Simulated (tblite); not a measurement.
Record of a relaxation.

Compound: B₃H₆N₃.
SMILES with atom numbers: `[BH:1]1[NH:2][BH:3][NH:4][BH:5][NH:6]1` (hydrogens: H7 on B1; H8 on N2; H9 on B3; H10 on N4; H11 on B5; H12 on N6)

Computed with GFN2-xTB (tblite), gas phase: L-BFGS steps from a force-field or distance-geometry start until the largest atomic force falls under 0.01 eV/Å. 14 of its 51 geometries are shown.

Step 0: E = -423.7228 eV, largest atomic force 3.840 eV/Å
```
atom  x, y, z in Å  |  force x, y, z in eV/Å
B1      0.943   -1.010   -0.246   -1.285   0.057   2.504
N2      1.287    0.169    0.662   -0.337   0.703  -3.760
B3      0.377    1.326    0.315   -0.579  -1.180   0.359
N4     -1.139    1.108    0.192    1.319  -1.621   0.781
B5     -1.332   -0.130   -0.682    0.158  -0.137   0.654
N6     -0.538   -1.407   -0.426    0.621   1.968   1.100
H7      1.744   -1.856   -0.383    0.091   0.290  -0.378
H8      2.274    0.464    0.447   -1.124  -0.559   0.930
H9      0.828    2.376    0.017   -0.078  -0.209   0.200
H10    -1.476    0.836    1.159    0.415   0.476  -1.397
H11    -2.107   -0.096   -1.582    0.319   0.029   0.300
H12    -0.859   -1.780    0.500    0.481   0.181  -1.294
```

Step 4: E = -424.8500 eV, largest atomic force 0.818 eV/Å
```
atom  x, y, z in Å  |  force x, y, z in eV/Å
B1      0.906   -1.058   -0.095   -0.183   0.450   0.039
N2      1.265    0.219    0.413    0.039  -0.054  -0.359
B3      0.363    1.309    0.308   -0.072  -0.335  -0.186
N4     -1.066    1.030    0.197   -0.207   0.460   0.096
B5     -1.330   -0.131   -0.638    0.195  -0.095   0.215
N6     -0.498   -1.297   -0.372    0.076  -0.335   0.023
H7      1.724   -1.819   -0.392    0.248  -0.459   0.176
H8      2.239    0.432    0.508    0.430   0.068   0.003
H9      0.803    2.348    0.061    0.047   0.670   0.325
H10    -1.477    0.874    1.108   -0.123   0.382  -0.112
H11    -2.079   -0.096   -1.539   -0.143  -0.070   0.111
H12    -0.850   -1.812    0.416   -0.309  -0.682  -0.330
```

Step 8: E = -425.5720 eV, largest atomic force 1.602 eV/Å
```
atom  x, y, z in Å  |  force x, y, z in eV/Å
B1      0.919   -1.069   -0.017    0.280  -0.397  -0.914
N2      1.377    0.292    0.073   -0.988   0.109   0.777
B3      0.394    1.354    0.181    0.152   0.623   0.774
N4     -1.059    1.108    0.167    1.215  -1.044  -0.005
B5     -1.294   -0.158   -0.525   -0.352  -0.268  -0.028
N6     -0.471   -1.328   -0.251   -0.495   0.299   0.970
H7      1.730   -1.916   -0.268   -0.316   0.095   0.746
H8      2.286    0.415    0.524   -0.354   0.221  -0.917
H9      0.746    2.500    0.315   -0.034  -0.625   0.160
H10    -1.565    1.109    1.053    0.258   0.794  -0.660
H11    -2.095   -0.144   -1.396   -0.210  -0.378   0.282
H12    -0.965   -2.162    0.119    0.843   0.570  -1.185
```

Step 12: E = -426.4843 eV, largest atomic force 1.111 eV/Å
```
atom  x, y, z in Å  |  force x, y, z in eV/Å
B1      0.909   -1.079   -0.081    0.076   0.479   0.542
N2      1.316    0.308    0.045    0.817  -0.583   0.477
B3      0.419    1.405    0.250    0.069  -0.539   0.176
N4     -0.936    1.018    0.184   -0.395   0.415   0.170
B5     -1.314   -0.212   -0.463   -0.079  -0.035   0.356
N6     -0.504   -1.315   -0.089    0.242  -0.461  -0.919
H7      1.715   -1.967   -0.130   -0.429   0.444   0.144
H8      2.269    0.448    0.387   -0.270   0.005  -0.766
H9      0.738    2.527    0.443    0.099  -0.341   0.235
H10    -1.562    1.336    0.903   -0.344   0.752  -0.634
H11    -2.149   -0.221   -1.303   -0.230  -0.266   0.487
H12    -0.901   -2.247   -0.172    0.442   0.130  -0.269
```

Step 15: E = -427.1820 eV, largest atomic force 1.853 eV/Å
```
atom  x, y, z in Å  |  force x, y, z in eV/Å
B1      0.900   -1.080   -0.057   -0.488   0.646   0.802
N2      1.316    0.266    0.110    0.238   0.521   0.030
B3      0.453    1.374    0.369   -0.689  -1.304  -0.264
N4     -0.904    0.990    0.240   -1.440   1.024   0.559
B5     -1.360   -0.260   -0.334    0.329   0.325   0.242
N6     -0.493   -1.370   -0.127    0.164   0.226  -1.143
H7      1.628   -1.941    0.045    0.912  -0.808  -0.200
H8      2.291    0.495    0.117    0.415  -0.268   0.000
H9      0.754    2.470    0.615    0.248   0.038   0.122
H10    -1.596    1.696    0.601    0.692  -0.996  -1.051
H11    -2.249   -0.353   -1.100   -0.375   0.110   0.498
H12    -0.739   -2.288   -0.505   -0.008   0.484   0.406
```

Step 19: E = -427.5389 eV, largest atomic force 0.680 eV/Å
```
atom  x, y, z in Å  |  force x, y, z in eV/Å
B1      0.910   -1.071    0.031    0.221  -0.047  -0.268
N2      1.333    0.279    0.137    0.144  -0.232   0.117
B3      0.409    1.318    0.391    0.277  -0.025  -0.041
N4     -0.955    0.987    0.262    0.000   0.163  -0.005
B5     -1.375   -0.233   -0.319    0.043  -0.185  -0.169
N6     -0.460   -1.304   -0.236    0.319  -0.445  -0.095
H7      1.668   -1.963    0.044    0.142  -0.047   0.020
H8      2.320    0.478    0.075   -0.037   0.024   0.232
H9      0.771    2.404    0.635   -0.027   0.102   0.086
H10    -1.607    1.718    0.477   -0.344   0.144  -0.227
H11    -2.305   -0.361   -1.003   -0.633   0.078   0.235
H12    -0.707   -2.251   -0.520   -0.104   0.471   0.113
```

Step 23: E = -427.6548 eV, largest atomic force 0.467 eV/Å
```
atom  x, y, z in Å  |  force x, y, z in eV/Å
B1      0.960   -1.092    0.004   -0.128   0.072  -0.140
N2      1.355    0.263    0.167   -0.262  -0.032   0.009
B3      0.414    1.309    0.394    0.010  -0.059  -0.008
N4     -0.970    0.999    0.247    0.277  -0.092  -0.360
B5     -1.373   -0.237   -0.340   -0.033   0.118   0.147
N6     -0.416   -1.291   -0.279   -0.169   0.130  -0.105
H7      1.720   -1.996    0.052   -0.089   0.188  -0.067
H8      2.336    0.477    0.106    0.112   0.095   0.296
H9      0.774    2.399    0.664   -0.050  -0.098  -0.009
H10    -1.650    1.734    0.381    0.097  -0.075  -0.098
H11    -2.421   -0.354   -0.895    0.237  -0.082   0.394
H12    -0.728   -2.213   -0.529   -0.002  -0.165  -0.059
```

Step 27: E = -427.7621 eV, largest atomic force 0.358 eV/Å
```
atom  x, y, z in Å  |  force x, y, z in eV/Å
B1      0.960   -1.092   -0.065    0.015   0.165   0.100
N2      1.362    0.249    0.164    0.051   0.243   0.187
B3      0.436    1.300    0.379   -0.118   0.300  -0.156
N4     -0.928    1.026    0.131   -0.173  -0.018   0.026
B5     -1.369   -0.238   -0.315   -0.073  -0.168  -0.077
N6     -0.418   -1.288   -0.339    0.003  -0.136  -0.052
H7      1.737   -1.966    0.036   -0.066  -0.076  -0.205
H8      2.339    0.490    0.261   -0.082  -0.249   0.086
H9      0.761    2.382    0.707    0.137  -0.029   0.013
H10    -1.645    1.729    0.245    0.273   0.121   0.011
H11    -2.483   -0.379   -0.657   -0.057  -0.167   0.048
H12    -0.750   -2.213   -0.572    0.089   0.015   0.018
```

Step 31: E = -427.8073 eV, largest atomic force 0.174 eV/Å
```
atom  x, y, z in Å  |  force x, y, z in eV/Å
B1      0.956   -1.065   -0.080   -0.011  -0.072   0.016
N2      1.354    0.268    0.199   -0.002  -0.147  -0.009
B3      0.429    1.329    0.347    0.097  -0.125   0.033
N4     -0.925    1.026    0.075    0.050   0.053   0.026
B5     -1.381   -0.258   -0.308    0.014   0.103   0.026
N6     -0.415   -1.291   -0.376    0.017   0.102   0.097
H7      1.724   -1.954   -0.011    0.009   0.009  -0.145
H8      2.334    0.457    0.347   -0.038  -0.039   0.088
H9      0.780    2.378    0.731   -0.028   0.152  -0.080
H10    -1.601    1.763    0.174   -0.135   0.109  -0.001
H11    -2.519   -0.432   -0.527   -0.071  -0.123  -0.057
H12    -0.734   -2.221   -0.597    0.098  -0.022   0.007
```

Step 35: E = -427.8244 eV, largest atomic force 0.135 eV/Å
```
atom  x, y, z in Å  |  force x, y, z in eV/Å
B1      0.953   -1.069   -0.081    0.012   0.025  -0.017
N2      1.350    0.255    0.218    0.038   0.075   0.062
B3      0.438    1.330    0.342   -0.085   0.027   0.066
N4     -0.923    1.038    0.068   -0.079   0.012   0.025
B5     -1.388   -0.247   -0.311    0.014  -0.033   0.088
N6     -0.417   -1.278   -0.362   -0.038  -0.076   0.006
H7      1.723   -1.952   -0.073    0.054  -0.064  -0.058
H8      2.325    0.431    0.400    0.081   0.016   0.038
H9      0.781    2.401    0.698   -0.019  -0.087  -0.102
H10    -1.603    1.773    0.184    0.007   0.039  -0.066
H11    -2.524   -0.465   -0.533    0.075   0.062   0.001
H12    -0.714   -2.218   -0.576   -0.059   0.004  -0.044
```

Step 38: E = -427.8303 eV, largest atomic force 0.106 eV/Å
```
atom  x, y, z in Å  |  force x, y, z in eV/Å
B1      0.955   -1.067   -0.086    0.048  -0.004   0.013
N2      1.353    0.255    0.238   -0.023  -0.057   0.004
B3      0.431    1.327    0.350    0.004  -0.060  -0.029
N4     -0.929    1.044    0.064   -0.006  -0.067   0.057
B5     -1.391   -0.247   -0.298    0.056  -0.038   0.025
N6     -0.418   -1.277   -0.365    0.074  -0.030   0.070
H7      1.729   -1.956   -0.099   -0.040   0.061  -0.047
H8      2.331    0.426    0.423   -0.074   0.028   0.021
H9      0.780    2.396    0.680    0.013   0.083  -0.011
H10    -1.605    1.787    0.162    0.023  -0.002  -0.049
H11    -2.523   -0.472   -0.514   -0.014   0.055  -0.008
H12    -0.712   -2.217   -0.581   -0.063   0.030  -0.043
```

Step 42: E = -427.8356 eV, largest atomic force 0.084 eV/Å
```
atom  x, y, z in Å  |  force x, y, z in eV/Å
B1      0.962   -1.069   -0.089   -0.045  -0.013   0.038
N2      1.349    0.248    0.257    0.010   0.014   0.019
B3      0.430    1.323    0.353    0.020   0.050  -0.009
N4     -0.930    1.040    0.070    0.002   0.024   0.037
B5     -1.387   -0.254   -0.283   -0.030   0.017   0.002
N6     -0.414   -1.280   -0.349   -0.068  -0.041  -0.027
H7      1.733   -1.952   -0.142    0.061  -0.011  -0.015
H8      2.321    0.426    0.458    0.002   0.016  -0.008
H9      0.779    2.405    0.652    0.009  -0.004   0.002
H10    -1.600    1.792    0.141    0.024  -0.050  -0.028
H11    -2.520   -0.469   -0.507   -0.004   0.010   0.002
H12    -0.722   -2.210   -0.589    0.019  -0.011  -0.013
```

Step 46: E = -427.8367 eV, largest atomic force 0.022 eV/Å
```
atom  x, y, z in Å  |  force x, y, z in eV/Å
B1      0.959   -1.071   -0.084    0.002   0.004   0.002
N2      1.347    0.247    0.263   -0.006  -0.006   0.003
B3      0.431    1.325    0.354   -0.003  -0.009   0.009
N4     -0.928    1.038    0.076    0.005  -0.008  -0.014
B5     -1.388   -0.254   -0.278    0.003  -0.005  -0.003
N6     -0.417   -1.284   -0.348    0.009   0.003   0.008
H7      1.738   -1.949   -0.147   -0.004   0.022   0.000
H8      2.320    0.429    0.458    0.005  -0.013  -0.003
H9      0.781    2.406    0.650    0.013   0.011  -0.004
H10    -1.597    1.790    0.131   -0.014   0.001   0.006
H11    -2.522   -0.466   -0.504   -0.011   0.011   0.000
H12    -0.721   -2.212   -0.596    0.001  -0.011  -0.005
```

Step 50: E = -427.8368 eV, largest atomic force 0.009 eV/Å
```
atom  x, y, z in Å  |  force x, y, z in eV/Å
B1      0.958   -1.071   -0.083   -0.001   0.002   0.000
N2      1.346    0.247    0.266    0.006   0.005   0.000
B3      0.431    1.325    0.355    0.002   0.004  -0.003
N4     -0.928    1.038    0.075    0.001   0.002   0.002
B5     -1.389   -0.255   -0.279    0.000   0.001   0.001
N6     -0.418   -1.285   -0.347   -0.003  -0.004  -0.001
H7      1.739   -1.945   -0.150    0.005  -0.002   0.001
H8      2.320    0.426    0.458   -0.007  -0.005   0.001
H9      0.783    2.408    0.647   -0.003  -0.008  -0.002
H10    -1.599    1.788    0.131   -0.004   0.001   0.000
H11    -2.523   -0.463   -0.505    0.002   0.003   0.001
H12    -0.720   -2.214   -0.596    0.002   0.000  -0.001
```

Q: Summarise the path.

A: The energy falls by 396.94 kJ/mol from step 0 to step 50; nine tenths of that is first reached at step 17. It falls at every step. The largest force goes from 3.840 to 0.009 eV/Å. Among the bonds B1–N6 changes most, from 1.544 to 1.417 Å; the atoms move by 0.695 Å rms after alignment.

What follows is the cost of the whole relaxation. On one thread of an Arm Neoverse V1, shared host with 32 logical CPUs at a one-minute load of 10, this took 0.2 s wall.
